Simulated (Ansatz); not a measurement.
Input for Ansatz (a first-principles code): R-CAM-B3LYP/def2-TZVPP on CH4GeO (SMILES [CH3][Ge][OH]).

Ansatz 0.2 input:
```yaml
crystal:
  periodic: [false, false, false]
  atoms:
    - {symbol: C, position_ang: [-0.87524900, 0.07648120, 0.24685926]}
    - {symbol: Ge, position_ang: [0.46007352, -1.33157614, -0.31698688]}
    - {symbol: O, position_ang: [1.95606344, -0.35318306, -0.06629152]}
    - {symbol: H, position_ang: [-1.90398985, -0.28108202, 0.18402486]}
    - {symbol: H, position_ang: [-0.77380447, 0.95951167, -0.39239292]}
    - {symbol: H, position_ang: [-0.67569918, 0.38385369, 1.27854395]}
    - {symbol: H, position_ang: [1.81260554, 0.54599466, 0.25287724]}
basis:
  gaussian:
    orbitals: def2-TZVPP
hamiltonian:
  xc: {name: CAM-B3LYP}
scf: {lower_state_search: off}
```

It printed:

```
WARN ansatz: RAYON_NUM_THREADS=1 ignored (pool sized by the plan → 1); use --threads N
Functional definition: CAM-B3LYP
these checks for a lower state are left out or cut short: stability, starts, cluster_reference, orbital_swaps, neighbouring_geometries, increment
integrals: 0.09 GiB planned
956 factors; their error is unknown
integrals: 0.12 GiB planned
234 factors; integrals over basis functions are off by at most 8.6e-6 eV
mean field: 0.79 GiB planned
mean field evaluation 1: about -59661.6264 eV, gradient 7.1e1 eV
mean field evaluation 2: about -59650.0791 eV, gradient 1.1e2 eV
mean field evaluation 4: about -59670.9210 eV, gradient 4.7e0 eV
mean field evaluation 8: about -59671.1755 eV, gradient 3.0e-1 eV
mean field evaluation 16: about -59671.1756 eV, gradient 3.6e-6 eV
mean field -59671.17563428 eV, -2192.8752579843 hartree, gradient 3.6e-6 eV, S^2 0.000000; 0 other end points of the search recorded, 0 dependent functions left out
reference -59671.17574252 eV, -2192.8752619621 hartree; 25, 25 occupied and 141, 141 virtual orbitals, 956 factors
Total energy: -59671.17574252 eV, -2192.8752619621 hartree
Checks for a lower state left out: stability, starts, cluster_reference, orbital_swaps, neighbouring_geometries, increment
```

The calculation finished and met its thresholds.

Cost: roughly 4 core-seconds.
